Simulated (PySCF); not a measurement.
**Spinor energies of Mo⁶⁺ (molybdenum, charge +6)**

Start: [Kr]. Calculated with PySCF 2.14 in x2c-TZVPPall-2c with one added diffuse shell each of s, p, d, f type (9s10p8d3f1g, 109 functions): generalised Hartree-Fock with the X2C-1e Hamiltonian and a Gaussian nucleus; spin-orbit coupling (SO) screened by Boettger's factors.

```json
{"spinor shell": "1s1/2", "electrons": "2", "ε, screened SO (eV)": "-20193.1", "weight of nominal j (screened SO)": "1.000", "rms radius, screened SO (bohr)": "0.0404"}
{"spinor shell": "2s1/2", "electrons": "2", "ε, screened SO (eV)": "-3002.8", "weight of nominal j (screened SO)": "1.000", "rms radius, screened SO (bohr)": "0.166"}
{"spinor shell": "2p1/2", "electrons": "2", "ε, screened SO (eV)": "-2760.9", "weight of nominal j (screened SO)": "1.000", "rms radius, screened SO (bohr)": "0.145"}
{"spinor shell": "2p3/2", "electrons": "4", "ε, screened SO (eV)": "-2652.9", "weight of nominal j (screened SO)": "1.000", "rms radius, screened SO (bohr)": "0.149"}
{"spinor shell": "3s1/2", "electrons": "2", "ε, screened SO (eV)": "-615.03", "weight of nominal j (screened SO)": "1.000", "rms radius, screened SO (bohr)": "0.456"}
{"spinor shell": "3p1/2", "electrons": "2", "ε, screened SO (eV)": "-521.43", "weight of nominal j (screened SO)": "1.000", "rms radius, screened SO (bohr)": "0.454"}
{"spinor shell": "3p3/2", "electrons": "4", "ε, screened SO (eV)": "-502.84", "weight of nominal j (screened SO)": "1.000", "rms radius, screened SO (bohr)": "0.464"}
{"spinor shell": "3d3/2", "electrons": "4", "ε, screened SO (eV)": "-337.70", "weight of nominal j (screened SO)": "1.000", "rms radius, screened SO (bohr)": "0.451"}
{"spinor shell": "3d5/2", "electrons": "6", "ε, screened SO (eV)": "-334.24", "weight of nominal j (screened SO)": "1.000", "rms radius, screened SO (bohr)": "0.454"}
{"spinor shell": "4s1/2", "electrons": "2", "ε, screened SO (eV)": "-159.90", "weight of nominal j (screened SO)": "1.000", "rms radius, screened SO (bohr)": "1.14"}
{"spinor shell": "4p1/2", "electrons": "2", "ε, screened SO (eV)": "-128.20", "weight of nominal j (screened SO)": "1.000", "rms radius, screened SO (bohr)": "1.22"}
{"spinor shell": "4p3/2", "electrons": "4", "ε, screened SO (eV)": "-125.16", "weight of nominal j (screened SO)": "1.000", "rms radius, screened SO (bohr)": "1.24"}
```

```
   quantity  screened SO
E (hartree)  -4038.79256
        M_J            0
       ⟨J²⟩        0.000
       ⟨L²⟩        0.008
       ⟨S²⟩        0.008
```

Breit and QED terms are absent; they matter most for the inner s and p1/2 levels.

Densities and radii are taken from the X2C orbitals without a picture-change correction, which distorts them close to the nucleus.
